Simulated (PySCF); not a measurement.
**A thermochemical cycle for SbO**

PBE0 in PySCF with def2-TZVPPD on every atom (core potentials on Sb), for the lowest determinant that a PBE0 search found; no spin–orbit coupling. SbO, a doublet (π ↑), has De = 3.93 eV to neutral atoms, and SbO⁺, a singlet (closed shell), has De = 4.95 eV to Sb⁺ + O.

The adiabatic ionisation energy of SbO, between the minima, is 8.02 eV.

Question: Which ionisation energy of the Sb atom does this level give?

Answer: IE(Sb) = IE(molecule) + De(ion) − De(neutral) = 8.02 + 4.95 − 3.93 = 9.04 eV; the measured value is 8.608 eV (NIST ASD).

Spin–orbit coupling is left out, which matters for elements this heavy, above all for dissociation energies. For an ion De counts to the pair picked by the measured ionisation energies or electron affinities, which need not be the lowest pair at this level. States were picked by a PBE0 search and need not be the measured ground states.
